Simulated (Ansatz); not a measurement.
Task: Name a neutral molecule of C, Ge, N, O, Si and H with HOMO energy (PBE/def2-TZVPP) between -5.95 and -5.65 eV and LUMO energy (B3LYP/def2-TZVPP) between -0.10 and 0.20 eV (Ansatz, PBE0-D4/def2-TZVP geometry).

Result: `C[N]([GeH3])[SiH2]O` (-5.70 eV, 0.08 eV). Other molecules can fit too; these were computed, each in one conformer that needn't be the lowest.

B3LYP here is the variant with VWN-RPA as its local correlation; programs differ in this.
